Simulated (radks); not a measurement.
Results of a calculation; reference values are marked as such.
These are the eigenvalues of the occupied orbitals of an atom or ion with whole-number occupations (eV). Level of theory: scalar-relativistic Kohn-Sham, LDA (Slater exchange, Perdew-Wang correlation), spin-polarised, spherical densities, finite nucleus; Fermi nuclear charge, rms radius of each element as measured or else 0.836 A^(1/3) + 0.57 fm (a radial shooting solver on a logarithmic mesh with Libxc functionals).

1s up: -90568.49
1s down: -90568.48
2s up: -16293.46
2s down: -16293.46
2p up: -13953.11
2p down: -13953.10
3s up: -3949.212
3s down: -3949.208
3p up: -3280.228
3p down: -3280.223
3d up: -2605.396
3d down: -2605.392
4s up: -922.2356
4s down: -922.2286
4p up: -702.8596
4p down: -702.8519
4d up: -451.5192
4d down: -451.5106
5s up: -179.4044
5s down: -179.3865
4f up: -174.5563
4f down: -174.5471
5p up: -117.4630
5p down: -117.4392
5d up: -48.4853
5d down: -48.4402
6s up: -34.2081
6s down: -34.0854
7s up: -12.1095

Which element is it, and in what charge state? The configuration may be excited. Open shells, if any, are filled with parallel spins first.

Answer. Z = 83, bismuth, charge +2: Bi2+ in [Hg] 7s1. The list shows which subshells hold electrons but not how many an open one holds; the 1s level, -3328.3 hartree, gives Z - s = 81.6 by -(Z - s)^2/2, which with screening and relativity narrows Z to a few neighbours, and the depths of the outer levels then fix element, charge and occupations together.
